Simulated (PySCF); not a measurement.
Br3W, neutral, multiplicity 4. Atoms are numbered in the order given.

```xyz
4

W      0.0000     0.0000     0.0000
Br    -2.4222     0.0000     0.0000
Br     1.2111     2.0976     0.0000
Br     1.2111    -2.0976     0.0000
```
Charge 0, spin multiplicity 4.

Coordinates come from a B3LYP-D3(BJ)/def2-SVP optimisation. The multiplicity is an assumed one; other spin states were not compared. The def2 effective core potentials stand for the cores of W; spin–orbit coupling is left out.

Calculation: M06-2X/def2-TZVP run with PySCF.

Atomic charges (e):

```csv
atom,Löwdin,Mulliken,Mulliken spin
W1,-0.28,0.82,3.00
Br2,0.09,-0.27,0.00
Br3,0.09,-0.27,0.00
Br4,0.09,-0.27,0.00
```
